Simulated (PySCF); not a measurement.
Al(I)2(Me) (CH3AlI2), SMILES [Al]([I])([I])[CH3].

Coordinates come from a PBE0-D3(BJ)/def2-SVP optimisation. The structure was generated by enumeration; whether it is a known compound was not checked. The def2 effective core potentials stand for the cores of I; spin–orbit coupling is left out.

Calculation: PBE/def2-TZVP (PySCF).

The total energy comes out as -877.69427 hartree, the highest occupied level is -6.49 eV and the lowest empty level is -2.19 eV. The orbital gap comes out as 4.30 eV. The dipole moment is 1.59 D, the quadrupole, principal values (traceless, Buckingham form, about the centre of nuclear charge) comes out as -4.20, 1.79, 2.41 D·Å and the mean static polarisability is 107.8 bohr³ (15.98 Å³). The polarisability, principal values is 77.5, 108.8, 137.1 bohr³.
